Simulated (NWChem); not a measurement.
System meant: C2H6IIn; SMILES [CH3][In]([CH3])[I]

The following NWChem deck was run.

```
start job
memory heap 200 mb stack 900 mb global 1100 mb
geometry units angstroms noautoz
  In     0.001007     1.163987    -0.076959
  I     -0.003702    -1.522919    -0.516999
  C     -1.993270     1.966878     0.033925
  H     -2.516132     1.752763    -0.909547
  H     -1.983950     3.051110     0.211930
  H     -2.534560     1.464257     0.848628
  C      1.998067     1.953546     0.072877
  H      1.992628     3.038127     0.248928
  H      2.538315     1.734136    -0.859523
  H      2.519345     1.448638     0.899152
end
basis spherical
  * library def2-svp
end
ecp
  In library def2-ecp
  I library def2-ecp
end
dft
  odft
  mult 2
  xc pbe0
  iterations 150
  mulliken
end
task dft energy
```

End of the output:

```
                                 NWChem DFT Module
                                 -----------------

 Summary of "ao basis" -> "ao basis" (spherical)
 ------------------------------------------------------------------------------
       Tag                 Description            Shells   Functions and Types
 ---------------- ------------------------------  ------  ---------------------
 In                         def2-svp                10       26   4s4p2d
 I                          def2-svp                10       26   4s4p2d
 C                          def2-svp                 6       14   3s2p1d
 H                          def2-svp                 3        5   2s1p

 Summary of "ao basis" -> "ao basis" (spherical)
 ------------------------------------------------------------------------------
       Tag                 Description            Shells   Functions and Types
 ---------------- ------------------------------  ------  ---------------------
 In                         def2-svp                10       26   4s4p2d
 I                          def2-svp                10       26   4s4p2d
 C                          def2-svp                 6       14   3s2p1d
 H                          def2-svp                 3        5   2s1p

      Symmetry analysis of basis
      --------------------------

        a1         43
        a2         14
        b1         22
        b2         31

  number of electrons :                   64
  multiplicity        :                    2
 ------------------------------------------------------------------------
  no. of electrons and multiplicity not compatible                  64
 ------------------------------------------------------------------------
 ------------------------------------------------------------------------
  current input line :
    29: task dft energy
 ------------------------------------------------------------------------
 ------------------------------------------------------------------------
 There is an error in the input file
 ------------------------------------------------------------------------
 For more information see the NWChem manual at https://nwchemgit.github.io

0: no. of electrons and multiplicity not compatible:Received an Error in Communication
```

Question: What is wrong, and how is it mended?

Answer: The input was rejected before any calculation. Cause: the multiplicity doesn't fit the number of electrons (an even count wants an odd multiplicity, and the reverse). This input runs:
```
start job
memory heap 200 mb stack 900 mb global 1100 mb
geometry units angstroms noautoz
  In     0.001007     1.163987    -0.076959
  I     -0.003702    -1.522919    -0.516999
  C     -1.993270     1.966878     0.033925
  H     -2.516132     1.752763    -0.909547
  H     -1.983950     3.051110     0.211930
  H     -2.534560     1.464257     0.848628
  C      1.998067     1.953546     0.072877
  H      1.992628     3.038127     0.248928
  H      2.538315     1.734136    -0.859523
  H      2.519345     1.448638     0.899152
end
basis spherical
  In library def2-svp
  I library def2-svp
  C library def2-svp
  H library def2-svp
end
ecp
  In library def2-ecp
  I library def2-ecp
end
dft
  xc pbe0
  iterations 150
  mulliken
end
task dft energy
```
It converges to -567.55840 Ha (PBE0/def2-SVP with def2 effective core potentials on In, I).
